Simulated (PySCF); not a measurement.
# Radial density of Br²⁺ (bromine, charge +2)

UHF, [Ar] 3d10 4s1 4p3 4d1, high-spin 6D determinant (an excited configuration). All numbers are calculated (PySCF 2.14, a scalar-relativistic core potential, in aug-cc-pwCVTZ-PP with ECP10MDF (8s7p6d4f1g, 96 functions)). This is the valence pseudo-density: the core potential removes the inner electrons and smooths the orbitals near the nucleus.

| r (bohr) | 4πr²ρ (e/bohr) | 4πr²(ρα − ρβ) |
| --- | --- | --- |
| 0.000576 | 2.129e-05 | 0.0000 |
| 0.000968 | 6.009e-05 | 0.0000 |
| 0.00163 | 0.0001688 | 0.0000 |
| 0.00274 | 0.0004680 | 0.0000 |
| 0.00461 | 0.001254 | 0.0001 |
| 0.00775 | 0.003108 | 0.0003 |
| 0.0130 | 0.006782 | 0.0007 |
| 0.0219 | 0.01333 | 0.0013 |
| 0.0369 | 0.02589 | 0.0021 |
| 0.0620 | 0.1061 | 0.0032 |
| 0.104 | 0.8538 | 0.0099 |
| 0.176 | 5.485 | 0.0690 |
| 0.295 | 21.62 | 0.4601 |
| 0.497 | 34.07 | 0.4648 |
| 0.835 | 11.89 | 0.3256 |
| 1.41 | 3.809 | 3.1259 |
| 2.36 | 1.650 | 1.6447 |
| 3.98 | 0.1609 | 0.1609 |
| 6.69 | 0.002765 | 0.0028 |

Energies and moments cover only the electrons outside the core potential. The outer electron is Rydberg-like, and this basis confines it to a smaller radius and binds it less than a complete one would.
